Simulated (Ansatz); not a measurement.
Species: GeBr (charge +1, singlet). 
Coordinates optimised at B3LYP-D3(BJ)/def2-TZVP (Ansatz, an electronic-structure program):
```xyz
2

Ge     0.0000     0.0000    -1.1614
Br     0.0000     0.0000     1.0618
```
Charge +1, spin multiplicity 1.

Basis-set convergence of Hartree-Fock and CCSD(T) correlation energies (hartree) with Ansatz. Valence correlation only, unless marked. No spin-orbit coupling. The frozen core is the preceding noble-gas configuration, with the filled d and f shells of earlier blocks. No relativistic terms.

```csv
basis,functions,E(HF),"E(corr, CCSD(T))"
aug-cc-pVDZ,72,-4647.48777,-0.20628
aug-cc-pVTZ,118,-4647.63471,-0.26246
aug-cc-pVQZ,186,-4647.64023,-0.28136
```

Extrapolating the two largest sets (X = 3 and 4) as X^-3: E(corr) = (64·(-0.28136) - 27·(-0.26246))/37 = -0.2952 Eh, an estimate of the basis-set limit. The largest set recovers 95.3 % of it, the smallest 69.9 %.
